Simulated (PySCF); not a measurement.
**Computed properties of Mo(O)2(Me)(SH) (CH₄MoO₂S), SMILES [CH3][Mo](=[O])(=[O])[SH], multiplicity 1**

Mo(O)2(Me)(SH) (CH4MoO2S), SMILES [O]=[Mo]([SH])(=[O])[CH3], multiplicity 1. The structure is a stationary point at PBE0-D3(BJ)/def2-SVP. The spin state was assumed, not searched. The structure was generated by enumeration; whether it is a known compound was not checked. The def2 effective core potentials stand for the cores of Mo; spin–orbit coupling is left out. One conformer was computed; it need not be the lowest. All values are computed for the isolated molecule unless a solvent is named; none is compared with measurement here.

**Structure.** All 21 harmonic modes at PBE0-D3(BJ)/def2-SVP (PySCF) are real, so it is a minimum. With heavy atoms numbered as in [Mo:1](=[O:2])(=[O:3])([CH3:4])[SH:8], the shortest bond between them is Mo1–O3 at 1.671 Å and the longest Mo1–S8 at 2.333 Å.

**Vibrations.** The strongest infrared lines (harmonic, unscaled, degenerate partners summed) lie at 1046 cm⁻¹ (195 km/mol, O 79 %, Mo 20 %), 1071 cm⁻¹ (109 km/mol, O 88 %, Mo 11 %), 562 cm⁻¹ (42 km/mol, C 63 %, H 22 %, Mo 14 %). The softest mode is at 138 cm⁻¹ and the zero-point energy is 32.2 kcal/mol.

**Electronic structure.** PBE0/def2-TZVP (PySCF) places the frontier levels at -8.45 and -3.02 eV, a gap of 5.43 eV, and gives a dipole moment of 2.84 D and a mean polarisability of 76.4 bohr³. PBE/def2-TZVP (PySCF) at the same geometry gives -7.23 and -3.72 eV, so its gap is 1.92 eV narrower. An orbital gap is neither the optical nor the fundamental gap.

**Excitations.** TDA-B3LYP/def2-SVPD (PySCF) has S1 at 4.09 eV (303 nm, f = 0.009, weak); the most intense of the 10 singlets computed lies at 4.32 eV (f = 0.05). T1 (TDA) is at 3.35 eV, 0.74 eV under S1. TDA-PBE/def2-SVPD (PySCF) puts S1 at 3.97 eV. No vertical singlet excitation falls in the visible range (under 3.1 eV).
